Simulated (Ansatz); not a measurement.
C2H4F2Si, SMILES `F[C@H]1[SiH2][C@@H]1F`, relaxed with RKS PBE0-D4/def2-TZVP in the Gaussian-basis code of Ansatz from a PBE-D4/def2-SVP geometry. The force threshold is 0.005 eV/Å; the program also tests the step.

The species carries charge 0 and has multiplicity 1.

Start:

```xyz
9

F     0.587   -0.690    1.929
C     0.644   -0.153    0.668
Si   -0.246   -0.700   -0.930
C    -0.410    0.817    0.216
F    -0.081    2.130   -0.016
H     1.667    0.197    0.410
H     0.605   -0.700   -2.158
H    -1.421   -1.623   -0.929
H    -1.345    0.721    0.811
```

Problem. By how much does the energy fall, and how many steps does the optimiser take? (Estimate.)

Solution. Computed: 0.90 kcal/mol, in 4 steps.

Problem. Which bonds change most? (Estimate.)

Solution. Ansatz gave: C2–Si3 from 1.908 to 1.877 Å; Si3–C4 from 1.908 to 1.877 Å; C2–H6 from 1.112 to 1.092 Å; C4–H9 from 1.112 to 1.092 Å.

Problem. Give the relaxed structure. (An estimate is asked.)

Solution. Ansatz gave: 
```xyz
9

F     0.582   -0.674    1.915
C     0.640   -0.158    0.651
Si   -0.242   -0.691   -0.918
C    -0.413    0.803    0.206
F    -0.077    2.111   -0.006
H     1.647    0.190    0.411
H     0.591   -0.691   -2.138
H    -1.398   -1.610   -0.921
H    -1.327    0.720    0.798
```
